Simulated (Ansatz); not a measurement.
## Which is lower?

Two relaxed structures of BHS₂O, closed shell (PBE0-D4/def2-TZVP; forces vanish, vibrations not checked).

A:

```
5
angstrom
S -0.0841 1.3222 -1.0563
B 0.3748 -0.0090 -0.2667
O 0.8113 -1.0858 0.3616
S -0.2728 -1.9611 1.3129
H -0.0178 -1.3028 2.4596
```

B:

```
5
angstrom
S -0.1874 1.2067 -0.9941
B 0.2439 -0.2217 -0.0432
O 1.1616 -1.1933 -0.0704
S 0.0061 -1.3351 1.3172
H -1.2241 1.5434 -0.2096
```

Computed with Ansatz 0.2.0 (basis: def2-TZVPP); correlated methods freeze the cores. B3LYP uses VWN-RPA correlation.

(1) Which structure is lower at CCSD(T), and by how much? (Judge from chemistry; the value comes from the calculation.)

(2) Do the other methods give the same order? (A judgement: the text doesn't fix the answer.)

T1 diagnostic: at most 0.017.

## Answers

(1) By the calculation: A, by 5.7 kJ/mol (electronic energy, against the other). By their contacts, A is BHS₂O ([S][B][O][SH]) and B is BHS₂O ([SH][B]1[O][S]1).

(2) Computed: Not all: PBE-D4, r2SCAN-D4, PBE0-D4 give the other order.

```json
{"method": "PBE-D4", "E(B) − E(A) (kJ/mol)": "-9.2"}
{"method": "r2SCAN-D4", "E(B) − E(A) (kJ/mol)": "-2.1"}
{"method": "PBE0-D4", "E(B) − E(A) (kJ/mol)": "-1.4"}
{"method": "B3LYP-D4", "E(B) − E(A) (kJ/mol)": "13.7"}
{"method": "wB97M-V", "E(B) − E(A) (kJ/mol)": "8.8"}
{"method": "HF", "E(B) − E(A) (kJ/mol)": "46.2"}
{"method": "MP2", "E(B) − E(A) (kJ/mol)": "1.4"}
{"method": "CCSD", "E(B) − E(A) (kJ/mol)": "11.6"}
{"method": "CCSD(T)", "E(B) − E(A) (kJ/mol)": "5.7"}
```

Labels in which every atom is bracketed show which atoms are joined, not bond orders.

For scale, one of the runs: CCSD(T)/def2-TZVPP, 160 basis functions, launched by `ansatz run in.yaml --threads 2 --pin off --events-out ev --progress --plain --max-ram 4352MiB`. The run took 24 s on 2 CPU threads of an Arm Neoverse V2 (shared host), with 1.1 GiB of host memory at its peak.
